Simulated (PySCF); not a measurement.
CdCl: energy against distance

Set-up: Cd x2c-TZVPPall, Cl x2c-TZVPPall; spin-free X2C with a Gaussian nucleus (PySCF 2.14). Energies in eV from Cd + Cl in their ground configurations at the same level. State: ²Σ⁺ (doublet), unpaired electrons σ ↑.

All columns are PBE0. A positive dipole means Cd(−)Cl(+).

```csv
R (Å),E (eV),μ (D),Mulliken charge on Cd (basis-dependent),HOMO (eV),LUMO (eV),Mayer bond order,⟨S²⟩
2.036,-1.188,-1.88,0.41,-6.00,-3.09,1.07,0.75
2.130,-1.666,-2.32,0.41,-6.15,-3.29,1.03,0.75
2.225,-1.917,-2.79,0.41,-6.31,-3.49,0.99,0.75
2.296,-2.001,-3.14,0.42,-6.42,-3.64,0.96,0.75
2.367,-2.020,-3.48,0.42,-6.52,-3.79,0.93,0.75
2.438,-1.992,-3.81,0.43,-6.63,-3.93,0.91,0.75
2.533,-1.903,-4.23,0.43,-6.76,-4.10,0.88,0.75
2.651,-1.742,-4.68,0.44,-6.91,-4.31,0.85,0.76
2.793,-1.516,-5.11,0.44,-7.07,-4.52,0.80,0.76
2.982,-1.214,-5.42,0.41,-7.26,-4.74,0.74,0.76
```

A fit through these points gives, at Re = 2.357 Å, μ = -3.43 D and dμ/dR = -4.79 D/Å; the reduced mass is 26.75 u.

Problem. How strong is the fundamental in the double-harmonic approximation, I = 42.26·(dμ/dR)²/μred km/mol?

Solution. I = 42.26·(-4.79)²/26.75 = 36.2 km/mol at PBE0.

Spin–orbit coupling is left out. The state was picked by a PBE0 search and need not be the measured ground state.
